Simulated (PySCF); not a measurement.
## Computed vibrations of [Pb(H2O)2]2+

[Pb(H2O)2]2+ (singlet). PySCF 2.14.0, RKS B3LYP, Pb def2-SVP with ECP60, O def2-SVP, H def2-SVP; non-relativistic Hamiltonian with scalar-relativistic core potentials where named; density fitting; no spin-orbit coupling. Central differences of gradients.

```xyz
7

Pb   -0.0517    0.2492    0.0028
O     0.3754   -1.4052    1.6516
H     0.8665   -1.2511    2.4860
H    -0.0091   -2.3026    1.7312
O     0.2055   -1.3881   -1.6861
H     0.6907   -2.2372   -1.6419
H    -0.0906   -1.2942   -2.6158
```

Run from Python with OMP_NUM_THREADS=2. Where DIIS fails, smearing, a level shift and second-order steps follow.
It took 59 s on 2 threads of Arm Neoverse V1, on a shared host.

Q: What are the harmonic wavenumbers and infrared intensities?

A: Negative numbers are unstable modes, those under 60 cm⁻¹ near the noise; a finer grid moves soft modes by up to 10 cm⁻¹.
```
cm⁻¹  km/mol  symmetry
  42     1.3          
  70     3.5          
 163     1.3          
 330    15.4          
 345    11.5          
 453   113.3          
 463   528.7          
 557    84.0          
 590    67.5          
1627    74.6          
1634    51.6          
3650   491.6          
3658   239.6          
3718   306.0          
3726   303.8
```

Q: Is this a minimum?

A: Yes, within the noise of the softest modes. Ideal gas at 298.15 K and 1 bar: S = 356.7 J/(mol K), Cp = 91.8 J/(mol K), H − H(0 K) = 20.1 kJ/mol (rigid rotor, harmonic modes, spin degeneracy alone; the modes under 60 cm⁻¹ make these uncertain).
